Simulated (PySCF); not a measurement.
Si(OSiH3)(H)(F)(NHSiH3) (FH8NOSi3), SMILES F[SiH](N[SiH3])O[SiH3].

Geometry: B3LYP-D3(BJ)/def2-SVP. The values are those of a single conformer.

Level of theory: SMD-ωB97X/6-31G* (PySCF).

Solvation free energies are E(SMD) − E(gas) at the gas-phase geometry, for 1 M in both phases. In vacuum the dipole moment is 2.23 D.

| solvent | ΔG(solv) (kcal/mol) | its non-electrostatic (CDS) part | dipole (D) |
|---|---|---|---|
| water | ? | ? | ? |
| diethylether | -3.0 | -0.6 | 2.64 |
| N,N-dimethylformamide | -2.6 | 1.0 | 2.87 |

Fill in the missing entries. (The exact figures need the calculation; the answer reports its results.)


- water, ΔG(solv) (kcal/mol): 1.0
- water, its non-electrostatic (CDS) part: 5.1
- water, dipole (D): 2.91
